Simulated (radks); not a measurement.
Values are calculated unless marked as measured or tabulated.
Species: Ba I. Configuration: [Xe] 5d2 (not the ground configuration). Code: a radial shooting solver on a logarithmic mesh with Libxc functionals. Model: scalar-relativistic Kohn-Sham, LDA (Slater exchange, Perdew-Wang correlation), spin-unpolarised, spherical densities, finite nucleus; Fermi nuclear charge, rms radius 4.8378 fm.

Radial electron density D(r) = 4 pi r^2 rho(r):

```
   r/bohr * D(r) (the largest magnitude, 95.6, reaches the edge; | marks zero)
 0.003623 |          *
  0.00495 |               *
 0.006762 |                       *
 0.009238 |                               *
  0.01262 |                                      *
   0.0171 |                                         *
  0.02337 |                                       *
  0.03192 |                                    *
  0.04361 |                                      *
  0.05958 |                                                *
   0.0814 |                                                      *
   0.1112 |                                              *
   0.1519 |                                       *
   0.2075 |                                             *
   0.2813 |                                       *
   0.3843 |                   *
    0.525 |                *
   0.7172 |                 *
   0.9798 |        *
    1.339 |    *
    1.829 |  *
    2.498 | *
    3.413 |*
    4.626 *
    6.319 *
    8.633 *
    11.79 *
    16.11 *
```

D(r) has 4 maxima, at r = 0.0179, 0.0788, 0.225, 0.626 bohr, and minima at 0.0346, 0.148, 0.462 bohr, inside which lie 1.97, 11.20, 28.97 electrons.
